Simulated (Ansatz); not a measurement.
Ideal-gas functions of `NB(Cl)OC=S` at 298.15 K and 1 bar, from an Ansatz frequency run at PBE0-D4/def2-TZVP.

Molar mass 123.37 g/mol, point group Cs (symmetry number 1), electronic degeneracy 1, moments of inertia 102.785, 458.73, 561.514 u Å². Harmonic wavenumbers (cm⁻¹, unscaled): 84, 111, 141, 277, 384, 473, 483, 548, 595, 651, 890, 935, 1065, 1213, 1288, 1406, 1431, 1628, 3126, 3634, 3744.

Use S(trans) = R[1.5 ln M + 2.5 ln T − 1.1517]; rotational temperatures θ = 24.2544 K / I; S(rot) = R[ln(√π/σ · √(T³/θAθBθC)) + 1.5]; for each mode x = 1.438777 ν̃/T, S = R[x/(eˣ − 1) − ln(1 − e⁻ˣ)] and H = RT x/(eˣ − 1); 1 cm⁻¹ = 0.0119627 kJ/mol; R = 8.31446 J/(mol·K).

By hand: the entropy, in J/(mol·K).

Translation 168.9. Rotation: θ = 0.236, 0.0529, 0.0432 K, giving 119.6. Vibration, mode by mode: 15.88, 13.60, 11.67, 6.49, 4.28, 3.05, 2.94, 2.29, 1.92, 1.55, 0.61, 0.51, 0.30, 0.16, 0.12, 0.07, 0.07, 0.03, 0.00, 0.00, 0.00, in all 65.5. Electronic 0.0. Sum 354.0 J/(mol·K).

By hand: H − E and G − E in kJ/mol, counted from the electronic energy.

Zero-point energy ½ × 24107 × 0.0119627 = 144.2; thermal vibration 10.7; translation, rotation and pV give 4 RT = 9.9. H − E = 164.8 kJ/mol, and G − E = 164.8 − 298.15 × 354.0/1000 = 59.3 kJ/mol.

Vibration gives 19 % of the entropy, 41.2 J/(mol·K) of it from the modes under 150 cm⁻¹: soft modes count most, and the harmonic formula is weakest for them. The sum counts one conformer and one mirror image; others add a mixing term.
